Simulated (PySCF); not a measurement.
SMILES F[Si](F)(F)/C=C\Br (C2H2BrF3Si) (CAM-B3LYP/def2-SVP optimised geometry):

```
9

F      1.467    -1.355     0.000
Si    -0.130    -1.355     0.000
F     -0.598    -2.244     1.241
F     -0.606    -2.104    -1.331
C     -0.856     0.331     0.000
C     -0.720     1.255     0.950
Br     0.275     1.013     2.526
H     -1.467     0.614    -0.866
H     -1.180     2.244     0.893
```

Computed with CAM-B3LYP/def2-TZVP run with PySCF 2.14.0.

### Question
What are the frontier orbital energies and the dipole moment?

### Answer
HOMO-2 -11.81 eV, HOMO-1 -10.25 eV, HOMO -9.44 eV, LUMO -0.58 eV, LUMO+1 0.85 eV; dipole moment 2.99 D.

Meta-Löwdin charges at CAM-B3LYP/def2-TZVP: F1 -0.48, Si2 1.66, F3 -0.48, F4 -0.49, C5 -0.44, C6 -0.07, Br7 0.01, H8 0.15, H9 0.15.
